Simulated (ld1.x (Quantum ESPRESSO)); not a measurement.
**What one change does to a pseudopotential (copper (Cu), ultrasoft)**

```
Element                 : copper
Generator               : ld1.x (Quantum ESPRESSO) 7.5
Type                    : ultrasoft
Functional              : PBE
Relativity              : scalar-relativistic
Frozen core             : [Ar]
Valence charge          : 11
Reference configuration : 3d10 4s0.5 4p0.5
Partial waves           : 4s (bound): rcut 1.85, rcutus 2.15 bohr; 4s channel at 0.35 Ry: rcut 1.85, rcutus 2.15 bohr; 4p (bound): rcut 2.25, rcutus 3.15 bohr; 4p channel at 2.45 Ry: rcut 2.25, rcutus 3.15 bohr; 3d (bound): rcut 1.15, rcutus 1.30 bohr; 3d channel at 1.2 Ry: rcut 1.15, rcutus 1.30 bohr
Local potential         : all-electron potential smoothed inside 2.05 bohr (lloc = -1)
Core correction         : none
Augmentation charge     : PSQ, inside the norm-conserving radii
```

Change: waves 4s (bound): rcut 1.85, rcutus 3.10 bohr; 4s channel at 0.35 Ry: rcut 1.85, rcutus 3.10 bohr.

Cutoffs: the cutoffs (Ry, on a coarse ladder) from which the occupation-weighted sum of valence levels, in a spherical-Bessel basis at the reference potential, stays within 10 and 1 mRy of its value at 400 Ry; they do not see the model core or the augmentation charge, which bear on the density cutoff. Errors are all-electron minus pseudo energies relative to the spin-unpolarised reference configuration.

Q: What does the change do?

A: The potential gets neither clearly harder nor softer (70 Ry and 120 Ry → 70 Ry and 120 Ry); of the 7 tests that both files solve, the error grows in 3 and shrinks in 4 by more than 15 % and 0.3 meV (median size 12.0 → 34.7 meV); the range in which the s phases agree narrows (upper end at the end of the scan → 1.5); neither file shows a bound ghost.

```tsv
quantity	base	changed
cutoff, loose	70 Ry	70 Ry
cutoff, tight	120 Ry	120 Ry
bound ghosts	none	none
error for 3d10 4s1 4p0, meV [ΔE -2.01 eV]	+1.7	+0.7
error for 3d10 4s0 4p0, meV [ΔE 6.14 eV]	+5.3	+2.7
error for 3d9 4s0 4p0, meV [ΔE 27.47 eV]	+37	+43
error for 3d7 4s0 4p0, meV [ΔE 126.20 eV]	-222	-172
error for 3d8 4s0 4p0, meV [ΔE 66.49 eV]	+12	+36
error for 3d9 4s2 4p0, meV [ΔE -0.04 eV]	-19	-35
error for 3d10 4s0 4p1, meV [ΔE 2.13 eV]	+1.4	+0.5
s: phases at 3.41 bohr within 0.05 rad from the reference energy up to (Ry; the scan ends near 5)	to the end of the scan	1.5
p: phases at 3.41 bohr within 0.05 rad from the reference energy up to (Ry; the scan ends near 5)	to the end of the scan	to the end of the scan
d: phases at 3.41 bohr within 0.05 rad from the reference energy up to (Ry; the scan ends near 5)	to the end of the scan	to the end of the scan
lowest overlap eigenvalue by channel	s 0.41, p 0.57, d 1.00	s 0.35, p 0.57, d 1.00
```
